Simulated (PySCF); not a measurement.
Stepwise substitution at one centre (Al CH3-NH2). Gas-phase values, no solvent. Strings in code marks are SMILES.

Quantity: redistribution energy (mixed species minus the weighted end members), in kcal/mol.

Level 1: TPSSh-D3(BJ)/def2-TZVP // B3LYP-D3(BJ)/def2-TZVP (PySCF)
Level 2: B3LYP/3-21G // B3LYP-D3(BJ)/def2-TZVP (PySCF)
Level 3: BP86/6-31G* // B3LYP-D3(BJ)/def2-TZVP (PySCF)
Level 4: PBE/6-31G* // B3LYP-D3(BJ)/def2-TZVP (PySCF)

```tsv
species	level 1	level 2	level 3	level 4
2 of 3 CH3 replaced by NH2: `[NH2][Al]([NH2])[CH3]`	-2.72	-4.43	-3.52	-3.56
1 of 3 CH3 replaced by NH2: `[CH3][Al]([CH3])[NH2]`	-3.18	-5.57	-4.32	-4.38
```
